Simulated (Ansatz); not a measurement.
Cost and result for the atomization energy of CH$_{4}$BFOSi, SMILES `FC1([SiH3])BO1` (9 atoms, 9 bonds).

```xyz
9

F     0.339   -1.278    1.371
C     0.106   -0.596    0.205
Si   -0.140    1.253    0.482
B    -0.117   -1.437   -1.038
O     1.107   -0.958   -0.817
H    -0.407    1.863   -0.844
H     1.076    1.845    1.092
H    -1.307    1.440    1.377
H    -0.655   -2.132   -1.828
```

The species carries charge 0 and has multiplicity 1. All single points use the PBE0-D4/def2-TZVP geometry. Program: Ansatz. All runs use 2 threads of an Arm Neoverse V2 on a shared host. Times are those of one run each, without the atoms' runs, and a repeat can differ threefold. Electronic energies, without spin–orbit coupling; frozen cores. CCSD(T)/CBS adds CCSD(T) − MP2 in def2-TZVPP to the MP2 limit, and its time is that of the two runs behind it. T1 = 0.016. B3LYP takes the VWN-RPA correlation (the form of Gaussian; ORCA's B3LYP/G). HSE06 is the plane-wave form, built on full-range PBE exchange.

CCSD(T)/CBS is a level of theory with its own doubt, some kJ/mol a heavy atom from the limit and from the frozen cores, so smaller differences don't rank the functionals.

```csv
level,functions,wall time
PBE-D4/def2-TZVPP (with forces),222,3.3 s
BHLYP-D4/def2-TZVPP,222,3.9 s
HSE06-D4/def2-TZVPP,222,4 s
CAM-B3LYP-D4/def2-TZVPP,222,4.2 s
CCSD(T)/def2-SVP,94,5.5 s
B3LYP-D4/def2-TZVPP (with forces),222,6 s
r2SCAN-D4/def2-TZVPP (with forces),222,6.5 s
B2PLYP/def2-TZVPP,222,7 s
PBE-QIDH/def2-TZVPP,222,7 s
B97M-V/def2-TZVPP,222,14 s
MP2/def2-QZVPP,418,28 s
CCSD(T)/def2-TZVPP,222,2.4 min
CCSD(T)/CBS(def2),–,2.9 min
```

**Question.** What atomization energy does each give, and how far from CCSD(T)/CBS? (An estimate is asked.)

**Answer.** Ansatz gave: 
```tsv
level	atomization (kJ/mol)	difference from CCSD(T)/CBS	per bond
PBE-D4/def2-TZVPP (with forces)	3376.8	100.3	11.1
BHLYP-D4/def2-TZVPP	3159.8	-116.7	-13.0
HSE06-D4/def2-TZVPP	3291.8	15.3	1.7
CAM-B3LYP-D4/def2-TZVPP	3309.0	32.5	3.6
CCSD(T)/def2-SVP	3099.2	-177.3	-19.7
B3LYP-D4/def2-TZVPP (with forces)	3283.3	6.8	0.8
r2SCAN-D4/def2-TZVPP (with forces)	3313.5	37.0	4.1
B2PLYP/def2-TZVPP	3252.4	-24.1	-2.7
PBE-QIDH/def2-TZVPP	3258.6	-17.9	-2.0
B97M-V/def2-TZVPP	3301.2	24.7	2.7
MP2/def2-QZVPP	3329.6	53.1	5.9
CCSD(T)/def2-TZVPP	3184.8	-91.7	-10.2
CCSD(T)/CBS(def2)	3276.5	0.0	0.0
```

At CCSD(T), def2-SVP lies −177.3 kJ/mol from the extrapolated value and def2-TZVPP −91.7 kJ/mol: correlation converges slowly with the basis, and small sets miss more of it in the bonded molecule than in its fragments. The D4 term adds +27.1 kJ/mol with B3LYP and +14.0 kJ/mol with PBE0; it sums over pairs of atoms, weighted by their polarisabilities, and B3LYP, whose exchange is more repulsive, gets the larger term. From BLYP to BHLYP (50 % exact exchange), in def2-TZVPP and without D4, the atomization energy moves by −121.3 kJ/mol: exact exchange takes away binding that semilocal exchange gives to molecules.
